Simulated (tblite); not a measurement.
Compound: C5H6BCl3.
Numbering: `[Cl:1][CH2:2][C:3]#[C:4][BH:5][CH2:6][CH:7]([Cl:8])[Cl:9]` (hydrogens: H10, H11 on C2; H12 on B5; H13, H14 on C6; H15 on C7)

Computed with GFN2-xTB (tblite), gas phase: L-BFGS steps from a force-field or distance-geometry start until the largest atomic force falls under 0.01 eV/Å.

Step 43: E = -777.7364 eV
```
atom  x, y, z in Å  |  force x, y, z in eV/Å
Cl1     2.8948    0.9793    1.9421   -0.010  -0.034  -0.023
C2      2.9624   -0.5194    0.9246   -0.006  -0.009  -0.022
C3      1.7103   -0.7382    0.2615   -0.050   0.093   0.031
C4      0.6417   -0.8024   -0.3060    0.051  -0.005   0.039
B5     -0.6352   -0.8623   -1.0765    0.015  -0.107  -0.018
C6     -1.6945    0.2999   -0.9173   -0.029   0.040  -0.011
C7     -1.7902    0.8679    0.4827   -0.069   0.032   0.024
Cl8    -2.9092    2.2596    0.5132    0.001   0.028   0.065
Cl9    -2.4133   -0.3895    1.5971    0.094   0.126  -0.063
H10     3.2235   -1.3410    1.5971   -0.011   0.053  -0.116
H11     3.7382   -0.3542    0.1721    0.066  -0.057   0.131
H12    -0.8209   -1.7166   -1.8476    0.024  -0.078  -0.071
H13    -2.6938    0.0113   -1.2456   -0.017  -0.060   0.035
H14    -1.3821    1.0968   -1.6015    0.022   0.071   0.073
H15    -0.8362    1.2171    0.8901   -0.081  -0.091  -0.075
```

Step 44: E = -777.7406 eV
```
atom  x, y, z in Å  |  force x, y, z in eV/Å
Cl1     2.8868    0.9918    1.9357   -0.009  -0.072  -0.041
C2      2.9516   -0.5195    0.9317   -0.012   0.045  -0.002
C3      1.6999   -0.7403    0.2695   -0.069   0.077   0.003
C4      0.6351   -0.8124   -0.3045    0.000  -0.010  -0.012
B5     -0.6367   -0.8646   -1.0897    0.032  -0.131  -0.034
C6     -1.6971    0.2991   -0.9164   -0.016  -0.039  -0.060
C7     -1.7801    0.8678    0.4841   -0.030   0.053  -0.043
Cl8    -2.9050    2.2538    0.5266   -0.015   0.046   0.060
Cl9    -2.3733   -0.3852    1.6082    0.042   0.046  -0.005
H10     3.2125   -1.3344    1.6099   -0.020   0.024  -0.075
H11     3.7298   -0.3635    0.1814    0.076  -0.041   0.099
H12    -0.8137   -1.7079   -1.8842    0.041   0.040   0.043
H13    -2.6993    0.0070   -1.2347   -0.004  -0.052   0.035
H14    -1.3924    1.0946   -1.6059    0.013   0.065   0.082
H15    -0.8227    1.2218    0.8744   -0.030  -0.052  -0.051
```

Step 45: E = -777.7441 eV
```
atom  x, y, z in Å  |  force x, y, z in eV/Å
Cl1     2.8561    1.0064    1.9227    0.004  -0.108  -0.059
C2      2.9385   -0.5229    0.9429   -0.031   0.063   0.007
C3      1.6955   -0.7469    0.2635   -0.057   0.074   0.003
C4      0.6364   -0.8168   -0.3219    0.000  -0.010  -0.011
B5     -0.6340   -0.8612   -1.1119    0.004  -0.092  -0.026
C6     -1.7039    0.2947   -0.9142   -0.004  -0.071  -0.112
C7     -1.7626    0.8693    0.4857    0.010   0.065  -0.104
Cl8    -2.8954    2.2474    0.5463   -0.031   0.060   0.055
Cl9    -2.3150   -0.3782    1.6285    0.006  -0.012   0.035
H10     3.1867   -1.3271    1.6391   -0.043   0.031  -0.080
H11     3.7335   -0.3817    0.2072    0.055  -0.027   0.092
H12    -0.8059   -1.6884   -1.9266    0.043   0.072   0.078
H13    -2.7115   -0.0087   -1.2090    0.041  -0.046   0.040
H14    -1.4231    1.0901   -1.6170   -0.001   0.029   0.123
H15    -0.7997    1.2322    0.8508    0.004  -0.028  -0.040
```

**Question.** Estimate the geometry and energy of step 46. (The exact step hangs on the optimiser's Hessian estimate; all steps are aligned on step 45, rigid shifts and turns removed.)

**Answer.** E = -777.7486 eV, largest force 0.188 eV/Å
```
atom  x, y, z in Å  |  force x, y, z in eV/Å
Cl1     2.8277    1.0126    1.9093    0.014  -0.067  -0.027
C2      2.9287   -0.5256    0.9494   -0.021   0.096   0.003
C3      1.6954   -0.7481    0.2520    0.053   0.060   0.038
C4      0.6392   -0.8160   -0.3366   -0.130  -0.020  -0.085
B5     -0.6328   -0.8599   -1.1271   -0.008  -0.020  -0.009
C6     -1.7138    0.2878   -0.9133    0.056  -0.118  -0.051
C7     -1.7543    0.8706    0.4835    0.065   0.056  -0.139
Cl8    -2.8858    2.2466    0.5702   -0.065   0.077   0.016
Cl9    -2.2643   -0.3653    1.6454   -0.062  -0.129   0.122
H10     3.1594   -1.3207    1.6582   -0.056  -0.038  -0.019
H11     3.7484   -0.3979    0.2401    0.023  -0.012   0.024
H12    -0.7952   -1.6726   -1.9586    0.031   0.075   0.094
H13    -2.7212   -0.0223   -1.1905   -0.034  -0.087   0.004
H14    -1.4497    1.0835   -1.6170    0.022   0.084   0.031
H15    -0.7862    1.2357    0.8211    0.112   0.043  -0.001
```

The energy changes by -0.0045 eV. The first-order estimate −F·Δx gives -0.0082 eV and the mean of the old and new forces, exact on a quadratic surface, -0.0046 eV. The step makes an angle of 78° with the force vector and moves no atom by more than 0.055 Å.

The cost below is that of the whole relaxation. On one thread of an Arm Neoverse V1, no GPU (shared host), this took 1.0 s of wall time.
